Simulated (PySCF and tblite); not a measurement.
Results of a calculation; reference values are marked as such.
C4H8Br2, numbered as in [CH3:1][C@@H:2]([Br:3])[C@H:4]([CH3:5])[Br:6].

Search: ETKDG and KDG, MMFF94s, GFN2-xTB, 200 starts; geometries at GFN2-xTB. Weights use PBE0-D3(BJ)/pcSseg-1 energies plus GFN2-xTB zero-point and thermal terms (modes under about 100 cm⁻¹ blended into free rotors). Symmetry numbers and mirror images are counted. Conformers within 2.5 kcal/mol (GFN2-xTB free energy) were kept, 7 at most. GIAO shieldings: PBE0/pcSseg-1. Shifts are against TMS (¹H), TMS (¹³C) at the same level. Codes: tblite and PySCF.

Torsions listed: Br3–C2–C4–Br6. Of a mirror pair one member is shown.

| conformer | shape | symmetry | E(GFN2) kcal/mol | E(DFT) kcal/mol |
| --- | --- | --- | --- | --- |
| 1 | 180° | Ci | 0.00 | 0.00 |
| 2 | 65° | C1 (pair) | 2.33 | 1.68 |

Question: How much do the weights at 298.15 K and the averaged shift of H2/H4 depend on how the conformers are weighted?

Answer: 
```json
{"weighting": "DFT energy with thermal terms, symmetry and mirror images (full scheme)", "1 (%)": "90", "2 (%)": "10", "δ (ppm)": "4.07", "rms dipole (D)": "0.96"}
{"weighting": "DFT energy with symmetry and mirror images", "1 (%)": "90", "2 (%)": "10", "δ (ppm)": "4.07", "rms dipole (D)": "1.00"}
{"weighting": "bare DFT energy", "1 (%)": "94", "2 (%)": "6", "δ (ppm)": "4.05", "rms dipole (D)": "0.73"}
{"weighting": "GFN2-xTB energy with symmetry and mirror images", "1 (%)": "96", "2 (%)": "4", "δ (ppm)": "4.04", "rms dipole (D)": "0.60"}
{"weighting": "GFN2-xTB free energy", "1 (%)": "97", "2 (%)": "3", "δ (ppm)": "4.04", "rms dipole (D)": "0.58"}
{"weighting": "leading conformer alone", "1 (%)": "100", "2 (%)": "0", "δ (ppm)": "4.02", "rms dipole (D)": "0.00"}
{"weighting": "equal weights", "1 (%)": "50", "2 (%)": "50", "δ (ppm)": "4.24", "rms dipole (D)": "2.19"}
{"weighting": "full scheme, search stopped after three starts", "1 (%)": "0", "2 (%)": "100", "δ (ppm)": "4.46", "rms dipole (D)": "3.10"}
```

The largest departure from the full scheme, 0.40 ppm, comes with: full scheme, search stopped after three starts.

Spin–orbit effects of the heavy atoms on shieldings are missing.
